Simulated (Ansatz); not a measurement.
H4N2OSW, SMILES `[NH2][W]([NH2])(=[O])=[S]`. Charge 0, multiplicity 1. W: def2 effective core potential.

```xyz
9

N    -0.127    1.483    0.760
W     0.541   -0.240    0.176
N    -0.645   -1.061   -1.118
O     2.020    0.041   -0.614
S     0.683   -1.530    1.884
H     0.162    2.357    0.348
H    -0.720    1.622    1.563
H    -0.517   -0.980   -2.115
H    -1.396   -1.692   -0.884
```

Problem. What are the harmonic wavenumbers in cm⁻¹ at PBE0-D4/def2-TZVP (Ansatz, finite differences of forces, unscaled)? (Best estimate.)

Solution. Computed: 147, 192, 198, 221, 249, 313, 343, 411, 421, 547, 656, 671, 699, 718, 1030, 1540, 1543, 3586, 3590, 3691, 3691.

Problem. Is this a minimum?

Solution. Yes, all 21 modes are real.

Problem. Give the ideal-gas thermochemistry at 298.15 K and 1 bar (rigid rotor, harmonic oscillator; point group Cs, symmetry number 1).

Solution. Zero-point energy 146.3 kJ/mol; H(298) − E = 169.0 kJ/mol; entropy 365.0 J/(mol·K), of which translation 178.4, rotation 115.2, vibration 71.4; G(298) − E = 60.2 kJ/mol.
